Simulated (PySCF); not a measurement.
**Which determinant of TlO lies lowest?**

Unrestricted PBE0; Tl aug-cc-pVDZ-PP with ECP60, O aug-cc-pVDZ; scalar-relativistic core potentials (PySCF 2.14). Outer shells of the fragments: Tl 5d10 6s2 6p1; O 2s2 2p4.

Followed along the bond (rough minima from three points):

| 2Ms+1 | unpaired | ⟨S²⟩ at the start | R at minimum (Å) | Te (eV) |
| --- | --- | --- | --- | --- |
| 2 | π ↑ | 0.76 | 2.22 | 0.00 |
| 4 | σ ↑, π ↑↑ | 3.76 | none in the scan | ≤ 3.21 |

Solutions found at the starting distance of 2.030 Å, counted from the lowest of them; the search is not exhaustive and high or unbound solutions are not listed, so other states can lie among these:

```json
{"2Ms+1": "2", "unpaired": "π ↑", "term": "²Π", "E (eV)": "0.00", "⟨S²⟩": "0.76", "⟨Lz²⟩": "1.01", "μ (D)": "-2.72"}
{"2Ms+1": "2", "unpaired": "σ ↑", "term": "²Σ⁺", "E (eV)": "0.00", "⟨S²⟩": "0.76", "⟨Lz²⟩": "0.00", "μ (D)": "-4.58"}
{"2Ms+1": "4", "unpaired": "σ ↑, π ↑↑", "term": "mixed", "E (eV)": "3.41", "⟨S²⟩": "3.76", "⟨Lz²⟩": "2.01", "μ (D)": "-0.73"}
{"2Ms+1": "4", "unpaired": "σ ↑, π ↑↑", "term": "mixed", "E (eV)": "3.55", "⟨S²⟩": "3.76", "⟨Lz²⟩": "2.01", "μ (D)": "-0.62"}
{"2Ms+1": "2", "unpaired": "σ ↑, π ↑↓", "term": "mixed", "E (eV)": "3.83", "⟨S²⟩": "1.77", "⟨Lz²⟩": "2.01", "μ (D)": "-0.29"}
{"2Ms+1": "2", "unpaired": "σ ↓, π ↑↑", "term": "mixed", "E (eV)": "4.10", "⟨S²⟩": "1.76", "⟨Lz²⟩": "2.01", "μ (D)": "-0.76"}
{"2Ms+1": "4", "unpaired": "π ↑↑↑", "term": "⁴Π", "E (eV)": "4.91", "⟨S²⟩": "3.76", "⟨Lz²⟩": "1.00", "μ (D)": "2.37"}
{"2Ms+1": "4", "unpaired": "σ ↑↑, π ↑", "term": "⁴Π", "E (eV)": "5.16", "⟨S²⟩": "3.76", "⟨Lz²⟩": "1.01", "μ (D)": "0.70"}
{"2Ms+1": "4", "unpaired": "σ ↑↑, π ↑", "term": "⁴Π", "E (eV)": "6.76", "⟨S²⟩": "3.76", "⟨Lz²⟩": "1.01", "μ (D)": "-3.48"}
{"2Ms+1": "4", "unpaired": "σ ↑, π ↑, δ ↑", "term": "mixed", "E (eV)": "7.60", "⟨S²⟩": "3.76", "⟨Lz²⟩": "5.01", "μ (D)": "-0.46"}
```

A term symbol is given only where ⟨S²⟩ and ⟨Lz²⟩ are close to those of a pure state; real π, δ and φ orbitals otherwise mix terms. A positive dipole means Tl(−)O(+).

Spin–orbit coupling is left out, which matters for elements this heavy, above all for dissociation energies. Counting both spins, an empty level lies below a filled one in some of these solutions, because spin and occupation are held.
